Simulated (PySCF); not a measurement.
**Structure revision by computed shifts**

A compound C$_{5}$H$_{7}$NO$_{3}$Si gives the data below (simulated from a calculation) and was assigned the structure `COC(=O)[C@@]([SiH3])(C#N)C=O`.

¹³C{¹H} NMR (computed): δ 192.1 (CH), 184.2 (C), 118.2 (C), 77.9 (C), 22.4 (CH3).

¹H NMR (400 MHz, computed): δ 9.57 (s, 1H), 4.63 (s, 3H), 2.45 (s, 3H).

Computational details: coordinates at the GFN2-xTB level, PBE0/pcSseg-1 with gauge-including orbitals, in PySCF (one computed conformer, non-relativistic Hamiltonian, equivalent nuclei averaged, gas phase).

δ = σ(ref) − σ, references computed at the same level: TMS for ¹H, ¹³C.

Q: Compare with the shifts computed for the proposed structure, pairing carbons in order of shift.

A: Atoms are numbered as in `[CH3:1][O:2][C:3](=[O:4])[C@@:5]([SiH3:6])([C:7]#[N:8])[CH:9]=[O:10]` (H(Xn): hydrogen on atom n).

```csv
atom,computed for proposal,given list,difference
C9,199.2,192.1,+7.1
C3,175.5,184.2,-8.7
C7,117.3,118.2,-0.9
C1,55.3,77.9,-22.6
C5,47.0,22.4,+24.6
```

The rms difference is 15.7 ppm and the largest +24.6 ppm at C5 (fully substituted sp3 carbon bonded to Si, α to a carbonyl). The carbon types in order of shift don't match either: CH, C, C, CH3, C for the proposal against CH, C, C, C, CH3 in the data. The proposal doesn't fit.

Q: Which isomer fits?

A: SMILES CC(=O)O[C@@]([SiH3])(C#N)C=O.

1. Carbon types of the structure: 3 × C, 1 × CH, 1 × CH3, leaving 3 H on heteroatoms.
2. δC 192.1: aldehyde carbonyl carbon; low-lying n→π* states of the double bond to the heteroatom give a large paramagnetic term (-250 ppm).
3. δC 184.2: ester carbonyl carbon; it is a carbonyl in resonance with an O or N lone pair, the region of acids, esters and amides.
4. δC 118.2: nitrile carbon; C≡N carbons fall here, among the sp2 signals but without a proton.
5. δC 77.9: fully substituted sp3 carbon bonded to O and Si, α to a carbonyl; pulled downfield by the heteroatom.

The shifts were computed for this structure.

Shifts are as computed. Against solution values, carbons near 30 ppm lie about +3 ppm off and those near 130 ppm about +5 ppm. Of 1309 compounds with measured shifts, 239 miss one by over three times the rms of a fit or turn the order of signals round; such compounds aren't used in these exercises. No couplings were computed; multiplicities are counted from neighbouring protons, with m where these are inequivalent, close in shift, in a saturated or five-membered ring or joined by F or P, and br s for small geminal =CH2 splittings.
